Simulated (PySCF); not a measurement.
Ionisation energy of Se by level of theory

Se [Ar] 3d10 4s2 4p4 (3P) → Se⁺ [Ar] 3d10 4s2 4p3 (4S), as a difference of total energies. Calculation: PySCF 2.14, in aug-cc-pwCVDZ-PP with ECP10MDF (6s5p4d1f, 48 functions); a scalar-relativistic core potential. Correlated levels: valence and next inner shell: nothing frozen outside the core potential. The calculations carry no spin-orbit coupling.

```json
{"method": "UHF", "ionisation energy (eV)": "8.508"}
{"method": "MP2 (valence and next inner shell)", "ionisation energy (eV)": "9.054"}
{"method": "SCS-MP2 (valence and next inner shell)", "ionisation energy (eV)": "9.062"}
{"method": "CCSD (valence and next inner shell)", "ionisation energy (eV)": "9.078"}
{"method": "CCSD(T) (valence and next inner shell)", "ionisation energy (eV)": "9.106"}
```

Problem. How much does correlation contribute at CCSD(T) (valence and next inner shell)?

Solution. 9.106 − (8.508) = 0.598 eV, measured against UHF.

Errors of the correlated levels include the incompleteness of this basis.

For comparison: 9.635 eV (measured; NIST levels, between the centres of gravity of the two terms).
